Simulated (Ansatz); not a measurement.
A set of 12 reactions (silylene extrusion), with CCSD(T)/CBS values in kJ/mol:

| reaction | ΔE |
| --- | --- |
| `N[SiH](S)Cl` → HCl + `N[Si]S` | 225.9 |
| `OC(F)[SiH](F)F` → `OC(F)F` + `F[SiH]` | 349.0 |
| `C[SiH](O)BO` → `CBO` + `O[SiH]` | 146.4 |
| `[CH3][SnH]([F])[SiH2]F` → `[CH3][SnH2][F]` + `F[SiH]` | 217.5 |
| `Br[SiH2]Br` → HBr + `[SiH]Br` | 284.5 |
| `C[SiH](S)C=O` → `C=O` + `C[Si]S` | 156.9 |
| `C[SiH](N)[SiH2]O` → `C[SiH](N)O` + `[SiH2]` | 195.6 |
| `C=C[SiH2][AlH2]` → `C=[CH][AlH2]` + `[SiH2]` | 226.8 |
| `C[SiH2]C(=O)O` → `O=CO` + `C[SiH]` | 226.5 |
| `C[Si](S)(Cl)Cl` → `CCl` + `S[Si]Cl` | 312.5 |
| `C[Si@H](F)[C@@H](F)Cl` → `FC(F)Cl` + `C[SiH]` | 411.8 |
| `CO[SiH](F)S` → `CO[Si]F` + H₂S | 196.8 |

Program: Ansatz. Geometries: PBE0-D4/def2-TZVP. ΔE: electronic, gas phase. CCSD(T)/CBS adds triple-zeta CCSD(T) − MP2 to the extrapolated MP2 energy (def2 sets, frozen cores). This one scheme is used for every species. Functionals use def2-TZVPP. B3LYP here is the variant with VWN-RPA as its local correlation; programs differ in this. def2 core potentials past Kr. For Br, Sn outer-core shells are correlated without core-valence functions, which leaves a few kJ/mol of doubt a bond. Scalar relativity is left out up to krypton. Each species was taken in one conformer, which may not be the lowest.

(1) Give the mean, mean absolute and largest difference (level minus CCSD(T)/CBS, kJ/mol) for: PBE-D4, PBE0-D4, ωB97M-V, r2SCAN, B3LYP, HF/def2-TZVPP, SCS-MP2/def2-TZVPP, CCSD/def2-TZVPP, CCSD(T)/def2-TZVPP, HF/def2-QZVPP, MP2/def2-QZVPP, SCS-MP2/def2-QZVPP, HF/CBS(def2), MP2/CBS(def2). (Best estimate.)

The largest T1 diagnostic in the set is 0.016, for `O=CO` (customary mark 0.02).

CCSD(T)/CBS is a level of theory with its own doubt, and the functionals carry their triple-zeta basis error, so these figures describe this set and don't rank the functionals.

## Answers

(1) The calculation gave: 
```json
{"level": "PBE-D4", "mean": "-4.2", "mean absolute": "11.4", "largest": "-20.7"}
{"level": "PBE0-D4", "mean": "7.4", "mean absolute": "9.9", "largest": "22.7"}
{"level": "ωB97M-V", "mean": "-8.8", "mean absolute": "8.8", "largest": "-15.8"}
{"level": "r2SCAN", "mean": "11.9", "mean absolute": "11.9", "largest": "22.1"}
{"level": "B3LYP", "mean": "-22.8", "mean absolute": "22.8", "largest": "-37.9"}
{"level": "HF/def2-TZVPP", "mean": "-16.5", "mean absolute": "16.6", "largest": "-32.2"}
{"level": "SCS-MP2/def2-TZVPP", "mean": "-1.6", "mean absolute": "2.2", "largest": "-6.0"}
{"level": "CCSD/def2-TZVPP", "mean": "-10.7", "mean absolute": "10.7", "largest": "-15.8"}
{"level": "CCSD(T)/def2-TZVPP", "mean": "-8.4", "mean absolute": "8.4", "largest": "-13.8"}
{"level": "HF/def2-QZVPP", "mean": "-16.1", "mean absolute": "16.3", "largest": "-32.6"}
{"level": "MP2/def2-QZVPP", "mean": "14.5", "mean absolute": "14.5", "largest": "21.6"}
{"level": "SCS-MP2/def2-QZVPP", "mean": "3.7", "mean absolute": "4.0", "largest": "7.7"}
{"level": "HF/CBS(def2)", "mean": "-16.1", "mean absolute": "16.2", "largest": "-32.6"}
{"level": "MP2/CBS(def2)", "mean": "17.9", "mean absolute": "17.9", "largest": "25.1"}
```
